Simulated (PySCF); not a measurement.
**Sulfur: a sound run and one with changed settings**

Sound run: S+ [Ne] 3s2 3p3, S(2+) [Ne] 3s2 3p2. All numbers are calculated (PySCF 2.14, the non-relativistic Hamiltonian (point nucleus), in cc-pV(D+d)Z (4s3p2d, 23 functions)). The sound run starts from symmetry-adapted Hartree-Fock orbitals and uses a fine grid where one is needed.

A second run was set up differently.

| species | method | sound run (hartree) | changed run (hartree) | converged |
| --- | --- | --- | --- | --- |
| S+ | UHF | -397.15881 | -397.15881 | yes |
| S+ | LDA | -396.33102 | -396.33102 | yes |
| S+ | B3LYP | -397.73972 | -397.73972 | yes |
| S(2+) | UHF | -396.32304 | -396.32304 | yes |
| S(2+) | LDA | -395.46976 | -395.51923 | yes |
| S(2+) | B3LYP | -396.88398 | -396.91041 | yes |

Ionisation energy of S+:

| method | sound run (eV) | changed run (eV) |
| --- | --- | --- |
| UHF | 22.742 | 22.742 |
| LDA | 23.436 | 22.090 |
| B3LYP | 23.286 | 22.567 |

Question: What was changed?
A. too few SCF iterations
B. all electrons correlated in a valence basis
C. angular grid far too coarse
D. a valence shell is frozen

Answer: C. It used 6 angular points. A coarse angular grid integrates products of high-l functions wrongly, so density functionals can shift, and the SCF can exploit the error; Hartree-Fock and MP2 need no grid.
